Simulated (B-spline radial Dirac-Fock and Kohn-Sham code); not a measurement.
# Rh 4p3/2: cross section and angular parameters

System: the Rh atom, configuration 1s2 2s2 2p6 3s2 3p6 3d10 4s2 4p6 4d8 5s1; threshold 54.01 eV (orbital energy of the model). Calculated with a B-spline atomic structure program, using Dirac-Hartree-Slater photoionisation with a Latter tail; cross sections with all multipoles, angular parameters from the dipole term and its interference with E2.

```tsv
hν (eV)	σ (kb)	β	γ	δ
80	633	0.952	0.056	-0.011
92.6	414	0.179	0.444	-0.066
109	323	-0.225	0.280	-0.052
128	291	-0.119	-0.007	-0.003
135	285	-0.024	-0.052	0.009
150	276	0.196	-0.075	0.025
154	274	0.253	-0.070	0.028
386	138	1.426	0.181	0.007
400	132	1.446	0.174	0.006
439	118	1.493	0.153	0.004
456	?	?	?	?
798	48.6	1.669	-0.003	0.000
800	48.4	1.669	-0.003	0.000
870	42.0	1.680	-0.016	0.000
940	36.8	1.688	-0.023	0.000
995	33.3	1.692	-0.026	0.001
1000	33.0	1.693	-0.027	0.001
1040	30.8	1.695	-0.027	0.001
1120	26.9	1.698	-0.026	0.001
1580	13.9	1.692	0.036	0.003
1820	10.4	1.681	0.088	0.004
2000	8.57	1.671	0.131	0.005
2070	7.96	1.667	0.148	0.006
3200	2.99	1.593	0.430	0.013
7520	0.329	1.342	1.218	0.061
11200	0.105	1.182	1.608	0.109
13600	0.0584	1.096	1.791	0.140
15000	0.0433	1.051	1.879	0.159
```

Q: Give the values at 456 eV.

A: σ = 112 kb, β = 1.511, γ = 0.143, δ = 0.003.
